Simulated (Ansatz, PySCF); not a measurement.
hydrazine (H₄N₂), singlet, at a GFN2-xTB geometry, with bond 4-1 at 2.4 times its length. Base run: PySCF with CASSCF(4,5)/cc-pVDZ.

The PySCF input:
```python
from pyscf import gto, scf, mcscf
import numpy

mol = gto.Mole()
mol.atom = '''
    N    -0.688713   -0.174638    0.097134
    N     0.691898    0.178219    0.061436
    H    -1.221083    0.674604    0.262846
    H    -1.476767   -1.179577   -1.996542
    H     1.231258   -0.663162    0.243803
    H     0.984599    0.556853   -0.841410
'''
mol.basis = 'cc-pvdz'
mol.charge = 0
mol.spin = 0
mol.verbose = 3
mol.build()

mf = scf.RHF(mol)
mf.kernel()
mc = mcscf.CASSCF(mf, 5, 4)
mc.fix_spin_(ss=0.0)
mc.kernel()
occ = numpy.linalg.eigvalsh(mc.fcisolver.make_rdm1(mc.ci, mc.ncas, mc.nelecas))[::-1]
ss = mc.fcisolver.spin_square(mc.ci, mc.ncas, mc.nelecas)[0]
print('natural occupations', occ.round(4), ' <S^2>', round(ss, 4))
```

Programs used: Ansatz (a quantum-chemistry and plane-wave program), PySCF; a row that names a program was run with it.

Each row names what was changed in the base input (with any setting that the change needs).

```tsv
change	ΔE vs base (mEh)	natural occupations	<S^2> of the state
base	0.000	1.98 1.37 0.63 0.02 0.00	0.00
active space = 6 electrons, 6 orbitals	-23.499	1.98 1.97 1.38 0.62 0.03 0.02	0.00
correction = SC-NEVPT2	-296.5	1.98 1.37 0.63 0.02 0.00	0.00
code = ansatz	-3.147	-	-
orbitals = fixed (CASCI); correction = SC-NEVPT2	-296.1	2.00 1.43 0.57 0.00 0.00	0.00
active space = 2 electrons, 4 orbitals	26.339	1.37 0.63 0.00 0.00	0.00
state_average = 2 states	10.558	-	-
solver = newton	0.000	1.98 1.37 0.63 0.02 0.00	0.00
code = ansatz; correction = SC-NEVPT2, all electrons	-296.5	-	-
active space = 4 electrons, 3 orbitals	26.424	2.00 1.37 0.63	0.00
fix_spin_ = off	0.000	1.98 1.37 0.63 0.02 0.00	0.00
```

Active orbitals are taken around the Fermi level unless the row says otherwise; CASSCF can end in different local minima, and two programs can end on different orbitals. State-averaged rows give the lowest state.

Ansatz warned in this series: other orbitals give a lower active-space energy.
